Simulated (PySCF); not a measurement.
## Re⁶⁹⁺ (rhenium, charge +69) across methods

[He] 2s2 2p2, high-spin 3P determinant. Computed with PySCF 2.14 in an uncontracted even-tempered set (18 s from 48 bohr⁻², ratio 2.2; 13 p from 63 bohr⁻², ratio 2.2; 5 d from 230 bohr⁻², ratio 2.4; 5 f from 350 bohr⁻², ratio 2.4; 4 g from 520 bohr⁻², ratio 2.4), with scalar relativity by spin-free X2C-1e.

```csv
method,E (hartree),mean ε 2s α (eV),mean ε 2s β (eV),mean ε 2p α (eV),Σ⟨r²⟩ (bohr²),⟨S²⟩
PBE0,-8883.99,-19263.7,-19180.4,-17878.6,0.02366,2.000
BHandHLYP,-8884.22,-19311.7,-19212.3,-17923.5,0.02365,2.000
r2SCAN,-8884.06,-19239.2,-19156.7,-17855.8,0.02365,2.000
UHF,-8883.19031,-19403.8,-19272.3,-18008.6,0.02365,2.000
PBE,-8884.20,-19216.6,-19149.2,-17834.9,0.02366,2.000
LDA,-8874.59,-19202.1,-19133.4,-17824.8,0.02368,2.000
```

Estimate the same row for TPSS.

E (hartree) = -8884.65; mean ε 2s α (eV) = -19225.5; mean ε 2s β (eV) = -19154.7; mean ε 2p α (eV) = -17841.1; Σ⟨r²⟩ (bohr²) = 0.02365; ⟨S²⟩ = 2.000.

Spin-orbit coupling is strong in this species (close to jj coupling), so the high-spin LS determinant is a model state, not a physical level.
